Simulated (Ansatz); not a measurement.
Mulliken charges of `C[S][SnH2][Cl]` from ωB97M-V/def2-TZVPP in Ansatz (PBE0-D4/def2-TZVP geometry).

```json
{"atom": "C1", "x (Å)": "-0.021", "y (Å)": "1.371", "z (Å)": "-0.868", "charge (e)": "-0.354"}
{"atom": "S2", "x (Å)": "1.368", "y (Å)": "0.254", "z (Å)": "-0.511", "charge (e)": "-0.256"}
{"atom": "Sn3", "x (Å)": "0.267", "y (Å)": "-1.277", "z (Å)": "0.931", "charge (e)": "0.662"}
{"atom": "Cl4", "x (Å)": "-1.504", "y (Å)": "-2.211", "z (Å)": "-0.280", "charge (e)": "-0.360"}
{"atom": "H5", "x (Å)": "-0.841", "y (Å)": "0.835", "z (Å)": "-1.345", "charge (e)": "0.154"}
{"atom": "H6", "x (Å)": "-0.373", "y (Å)": "1.873", "z (Å)": "0.033", "charge (e)": "0.145"}
{"atom": "H7", "x (Å)": "0.361", "y (Å)": "2.121", "z (Å)": "-1.561", "charge (e)": "0.139"}
{"atom": "H8", "x (Å)": "1.327", "y (Å)": "-2.534", "z (Å)": "1.354", "charge (e)": "-0.059"}
{"atom": "H9", "x (Å)": "-0.494", "y (Å)": "-0.478", "z (Å)": "2.229", "charge (e)": "-0.070"}
```

**Question.** By hand: the dipole of these point charges (1 e Å = 4.8032 D).

**Answer.** Σ q r = (0.198, 0.278, 0.500) e Å, of length 0.605 e Å = 2.91 D.

**Question.** How does the dipole of the full density compare? (An estimate is asked.)

**Answer.** The calculation gave: (0.107, 0.293, 0.274) e Å, 1.99 D; the point charges give 1.46 times that, at 18° from its direction.

Point charges leave out the atoms' own dipoles, such as those of lone pairs, and Mulliken's split depends on the basis, so the two needn't agree.
